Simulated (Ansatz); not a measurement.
Reaction (homolysis of the H–N bond): `N[SiH](N)F` → H• + `[NH][SiH](N)F`•

Computed with Ansatz on PBE0-D4/def2-TZVP structures; ΔE is electronic, products minus reactants. CBS: MP2 limit from def2 TZ/QZ plus the TZ coupled-cluster correction, frozen cores. This one scheme is used for every species, atoms too. Functionals use def2-TZVPP. Open shells (•) are unrestricted, without spin–orbit coupling. Each species was taken in one conformer, which may not be the lowest.

Q: What is ΔE at CCSD(T)/CBS? (An estimate is asked.)

A: Ansatz gave: +513.8 kJ/mol.

Q: What do these levels give: B97M-V, PBE0-D4, BHLYP-D4, CAM-B3LYP-D4, ωB97M-V, BLYP, BHLYP, CAM-B3LYP, HF/def2-TZVPP, CCSD/def2-TZVPP, HF/def2-QZVPP, MP2/def2-QZVPP? (Best estimate.)

A: The calculation gave: B97M-V 494.5, PBE0-D4 492.7, BHLYP-D4 489.4, CAM-B3LYP-D4 501.9, ωB97M-V 506.9, BLYP 480.8, BHLYP 487.7, CAM-B3LYP 500.6, HF/def2-TZVPP 380.3, CCSD/def2-TZVPP 497.8, HF/def2-QZVPP 380.7, MP2/def2-QZVPP 520.4 kJ/mol.

Largest T1 diagnostic among the species: 0.013.

From BLYP to BHLYP (50 % exact exchange), in def2-TZVPP and without D4, ΔE moves by +6.8 kJ/mol. At CCSD(T), def2-SVP lies −27.3 kJ/mol from the extrapolated value and def2-TZVPP −11.6 kJ/mol: correlation converges slowly with the basis, and small sets miss more of it in the bonded molecule than in its fragments.
